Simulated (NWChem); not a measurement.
Molecule: C2H4O3Si; SMILES O=C1OC([SiH3])O1

```xyz
10

O      0.4898     2.5221     0.0000
C      0.0312     1.4389     0.0000
O     -0.3209     0.5976    -1.0106
C     -0.7038    -0.3413     0.0000
Si     0.3434    -1.9486     0.0000
O     -0.3209     0.5976     1.0106
H     -1.7966    -0.4968     0.0000
H     -0.0051    -2.7253     1.2230
H      1.7770    -1.5495     0.0000
H     -0.0051    -2.7253    -1.2230
```
Atoms are numbered in this order, from 1.

Computed with NWChem. Pople sets run with spherical d functions. All runs use the structure optimised with PBE0/def2-SVP. Atomic charges in e: unrestrained fits to the electrostatic potential beside Mulliken populations; buried atoms are poorly determined by the fit.

For level B3LYP/def2-SVP:

```
Property      Result
------------  ------
Mulliken O1    -0.15
ESP C2          0.94
Mulliken C2     0.29
Mulliken O3    -0.29
ESP Si5         0.28
Mulliken Si5    0.45
```

Question: How do the values read with level Hartree-Fock/6-31G* instead?

Answer: 
* **Mulliken O1**: -0.53
* **ESP C2**: 1.06
* **Mulliken C2**: 1.05
* **Mulliken O3**: -0.63
* **ESP Si5**: 0.40
* **Mulliken Si5**: 0.69
